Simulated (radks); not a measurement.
Results of a calculation; reference values are marked as such.
Question: Isoelectronic series with 43 electrons, all held in the configuration [Kr] 4d5 5s2, which need not be the ground one along the series. Code: a radial shooting solver on a logarithmic mesh with Libxc functionals. Model: Dirac Kohn-Sham, PBEsol, spin-unpolarised, spherical densities, finite nucleus; open shells are shared between the two j in proportion to 2j + 1; Fermi nuclear charge, rms radius of each element as measured or else 0.836 A^(1/3) + 0.57 fm. Total energies (hartree) and orbital eigenvalues (hartree):

ion,E (hartree),5s1/2,4d5/2,4d3/2,4p3/2
Tc,-4283.95646,-0.18673,-0.24097,-0.25149,-1.62973
Ru+,-4528.60841,-0.48303,-0.67482,-0.68919,-2.21158
Rh2+,-4780.96644,-0.84601,-1.21138,-1.23017,-2.89870
Pd3+,-5041.03598,-1.26746,-1.83671,-1.86053,-3.67559
Cd5+,-5584.39677,-2.26994,-3.32669,-3.36263,-5.47001
In6+,-5867.74801,-2.84657,-4.18378,-4.22691,-6.47985
Sn7+,-6158.92308,-3.47167,-5.11247,-5.16362,-7.56172
Sb8+,-6457.96266,-4.14440,-6.11121,-6.17126,-8.71416
Te9+,-6764.90506,-4.86413,-7.17880,-7.24870,-9.93609
I10+,-7079.80136,-5.63042,-8.31431,-8.39507,-11.22669
Xe11+,-7402.69136,-6.44296,-9.51702,-9.60970,-12.58533
Cs12+,-7733.6282,-7.30150,-10.78631,-10.89204,-14.01152
Ba13+,-8072.6596,-8.20591,-12.12168,-12.24167,-15.50489
La14+,-8419.8428,-9.15611,-13.52274,-13.65824,-17.06512
Ce15+,-8775.2312,-10.15205,-14.98913,-15.14148,-18.69198
Pr16+,-9138.8847,-11.19374,-16.52056,-16.69117,-20.38529
Nd17+,-9510.8617,-12.28123,-18.11678,-18.30714,-22.14491
Pm18+,-9891.2198,-13.41459,-19.77758,-19.98924,-23.97073
Sm19+,-10280.0125,-14.59392,-21.50278,-21.73739,-25.86268
Eu20+,-10677.3445,-15.81938,-23.29221,-23.55148,-27.82071
Gd21+,-11083.2620,-17.09111,-25.14576,-25.43149,-29.84480
Tb22+,-11497.8882,-18.40934,-27.06328,-27.37735,-31.93492

Estimate the row of Ag4+.

Answer: E (hartree) -5308.83834; 5s1/2 -1.74299; 4d5/2 -2.54333; 4d3/2 -2.57285; 4p3/2 -4.53426.
